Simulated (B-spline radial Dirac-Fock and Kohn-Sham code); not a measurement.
Radiative decay of the 2s hole in Cu⁺

System: the Cu⁺ ion, [Ar] 3d10.

Method: a relativistic independent-particle model: LDA orbitals of the hole state, radiative multipoles to third order, Auger rates from the Coulomb interaction with a continuum orbital, Dirac-Fock energies. Computed with an atomic code on a B-spline grid.

```
 line  multipole  energy (eV)  width (meV)  share (%)
L1-L2         E1        147.4       0.0330      0.674
L1-L3         E1        167.4       0.0988       2.02
L1-M2         E1       1020.5         1.67       34.1
L1-M3         E1       1023.0         3.08       62.9
L1-M4         E2       1098.6      0.00544      0.111
L1-M5         E2       1098.9      0.00807      0.165
```

The listed lines hold 100.0 % of the radiative rate. The radiative width is 0.00489 eV in the length form and 0.00482 eV in the velocity form; the two differ because the transition energies are not eigenvalue differences of the potential that gave the orbitals.
